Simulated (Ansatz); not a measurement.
`C[CH2][Cd][OH]`, charge 0, multiplicity 1.

(1) Give a relaxed structure at PBE0-D4/def2-TZVP (Ansatz 0.2.0). (Estimate.)

Answers

(1) The calculation gave: 
```xyz
10

C    -0.057    1.543    0.225
C    -0.855    0.246    0.193
Cd    0.281   -1.488   -0.158
O     1.296   -3.170   -0.384
H     0.456    1.734   -0.721
H    -0.708    2.403    0.416
H     0.705    1.538    1.009
H    -1.625    0.283   -0.582
H    -1.377    0.089    1.141
H     1.886   -3.177   -1.140
```
This is one stationary point; other conformers may exist.
